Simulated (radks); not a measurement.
Numerical settings for the barium ion Ba14+, [Kr] 4d6. All-electron calculation, Dirac Kohn-Sham, PBE, spin-unpolarised, spherical densities, point nucleus; open shells fill j = l - 1/2 first. Program: a radial shooting solver on a logarithmic mesh with Libxc functionals. The defaults (mesh step 0.008 in ln r, mesh end at 40 bohr or more with all orbitals vanishing there, Anderson mixing 0.5 over 9 steps, residual threshold near 1e-9 with the energy settled to 1e-9 hartree or 1e-11 of itself, here a cap of 74 iterations) give E = -8071.8941 hartree and 4d5/2 at -342.56 eV in 14 iterations. Run on one thread of a shared host, so times are rough (Arm Neoverse V2): 0.1 s of CPU time, 0.1 s wall, 14 iterations on 2476 mesh points. Changes against that run (0 stands for a change within the tolerance of the run):

setting,iterations,converged,E (mhartree),e(4d5/2) (meV),CPU (s)
mesh step in ln r 0.08,2,no,diverged,-,0.03
mesh step in ln r 0.05,14,yes,+0.109,-0.0796,0.02
mesh step in ln r 0.03,14,yes,+0.00658,-0.00381,0.03
mesh end (bohr) 5,14,yes,0,0,0.1
mesh end (bohr) 400,14,yes,0,0,0.11
residual threshold 0.001,8,yes,0,-2.94,0.08
residual threshold 0.1,8,yes,0,-2.94,0.08
mixing 2.5,15,yes,0,0,0.12
"linear mixing, mixing 0.05",74,no,+1.19,-2.14e+03,0.52
"linear mixing, mixing 0.8",15,yes,0,0,0.11
mixing history 2,19,yes,0,0,0.13
iteration cap 2,2,no,+1.9e+04,-1.61e+05,0.02

No run marked as converged misses the energy by more than 1 mhartree. A mesh that ends early acts as a hard wall.
